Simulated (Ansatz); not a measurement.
`C[Si](N)(N)[SiH3]` + `[SiH3]SS` → `[SiH3]SS[SiH3]` + `C[SiH](N)N`  (cleavage of the Si–Si bond)

Gas-phase electronic energies from Ansatz, PBE0-D4/def2-TZVP geometries. CCSD(T)/CBS is the MP2 limit (def2-TZVPP, def2-QZVPP) plus CCSD(T) − MP2 in def2-TZVPP, frozen cores. DFT in def2-TZVPP. One conformer a species, not always the lowest.

Problem. Is it downhill or uphill in electronic energy at CCSD(T)/CBS, and by how much? (Best estimate.)

Solution. Ansatz gave: Downhill: ΔE = -69.1 kJ/mol.

Problem. What do these levels give: PBE-D4, PBE0, MP2/def2-TZVPP, SCS-MP2/def2-TZVPP, CCSD/def2-TZVPP, HF/def2-QZVPP? (An estimate is asked.)

Solution. Ansatz gave: PBE-D4 -54.6, PBE0 -58.8, MP2/def2-TZVPP -76.2, SCS-MP2/def2-TZVPP -74.6, CCSD/def2-TZVPP -65.6, HF/def2-QZVPP -74.9 kJ/mol.

Largest T1 diagnostic among the species: 0.012.

From PBE to PBE0 (25 % exact exchange), in def2-TZVPP and without D4, ΔE moves by −4.8 kJ/mol.
